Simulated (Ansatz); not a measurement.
Al(F)2(GeH3) (AlF2GeH3), SMILES [F][Al]([F])[GeH3]. Atoms are numbered in the order given.

```xyz
7

Al     0.5088    -0.5556     0.7326
F      2.1184    -0.9386     0.6090
F     -0.2756    -1.1189     2.0819
Ge    -0.6597     0.7469    -0.9729
H     -1.5415     1.8254    -0.3191
H      0.3346     1.4290    -1.9272
H     -1.5767    -0.1711    -1.8027
```

Coordinates come from a PBE0-D3(BJ)/def2-SVP optimisation.

Two levels are set side by side: PBE-D3(BJ)/def2-SVP (Ansatz, a quantum-chemistry and plane-wave program) and PBE0-D3(BJ)/def2-SVP (Ansatz). Each level has its own optimised geometry; the coordinates shown are those of the second. Differences are taken from unrounded values.

| quantity | PBE0-D3(BJ) |
|---|---|
| mean bond length (Å) | 1.730 |
| bond Al1–F2 (Å) | 1.659 |
| bond Al1–F3 (Å) | 1.659 |
| bond Al1–Ge4 (Å) | 2.444 |
| bond Ge4–H5 (Å) | 1.539 |
| bond Ge4–H6 (Å) | 1.538 |
| bond Ge4–H7 (Å) | 1.540 |

Problem. What does PBE-D3(BJ) give, and how far is it from PBE0-D3(BJ)? (The exact figures need the calculation; the answer reports its results.)

Solution. 
```tsv
quantity	PBE-D3(BJ)	PBE-D3(BJ) minus PBE0-D3(BJ)
mean bond length (Å)	1.742	0.012
bond Al1–F2 (Å)	1.674	0.015
bond Al1–F3 (Å)	1.674	0.015
bond Al1–Ge4 (Å)	2.452	0.008
bond Ge4–H5 (Å)	1.551	0.012
bond Ge4–H6 (Å)	1.549	0.012
bond Ge4–H7 (Å)	1.552	0.012
```

Exact exchange shortens and stiffens bonds; PBE has none. Differences between two approximate levels are no errors against the true value.
